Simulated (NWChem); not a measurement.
System: GaH$_{2}$Cl; SMILES [Cl][GaH2]

```xyz
4

Ga     0.0000     0.0000     0.7658
H      0.0000    -1.4108     1.4289
H      0.0000     1.4108     1.4289
Cl     0.0000     0.0000    -1.3908
```
Atoms are numbered in this order, from 1.

Results from NWChem. Pople sets run with spherical d functions. Geometry: optimised at PBE0/def2-SVP. B3LYP is NWChem's, with the RPA form of VWN correlation. GIAO values for the isolated, static molecule; σ is the absolute isotropic shielding, δ = σ(reference) − σ with the isolated reference molecule computed at the same levels (1H: tetramethylsilane).

Question: What does the run give for B3LYP/6-31G*? Quantities: σ Ga1 (ppm); δ H2 (ppm); σ Cl4 (ppm).

Answer: 
- σ Ga1 (ppm): 1478.8
- δ H2 (ppm): 6.72
- σ Cl4 (ppm): 798.4
